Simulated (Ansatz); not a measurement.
`C[O][GeH2][I]` + `[NH2][SbH][OH]` → `C[O][SbH][NH2]` + `[OH][GeH2][I]`  (substitution at a C–O bond)

Isolated molecules relaxed with PBE0-D4/def2-TZVP in Ansatz; ΔE leaves out vibrations. CCSD(T)/CBS adds triple-zeta CCSD(T) − MP2 to the extrapolated MP2 energy (def2 sets, frozen cores). Functionals use def2-TZVPP. B3LYP here is the variant with VWN-RPA as its local correlation; programs differ in this. Elements past krypton have def2 core potentials. For Ge, I, Sb outer-core shells are correlated without core-valence functions, which leaves a few kJ/mol of doubt a bond. Scalar relativity is left out up to krypton. Each species was taken in one conformer, which may not be the lowest.

| level | ΔE (kJ/mol) |
| --- | --- |
| B3LYP-D4 | -14.1 |
| ωB97M-V | -12.5 |
| PBE | -14.7 |
| HF/def2-TZVPP | -10.3 |
| MP2/def2-TZVPP | -13.5 |
| CCSD(T)/def2-TZVPP | -12.3 |
| HF/def2-QZVPP | -9.7 |
| MP2/def2-QZVPP | -12.5 |

(1) What does CCSD(T)/CBS give? (Best estimate.)

Largest T1 diagnostic among the species: 0.014.

Results:

(1) Computed: -11.0 kJ/mol. The listed levels differ from it by -3.1, -1.5, -3.7, 0.7, -2.5, -1.3, 1.3, -1.5 kJ/mol.
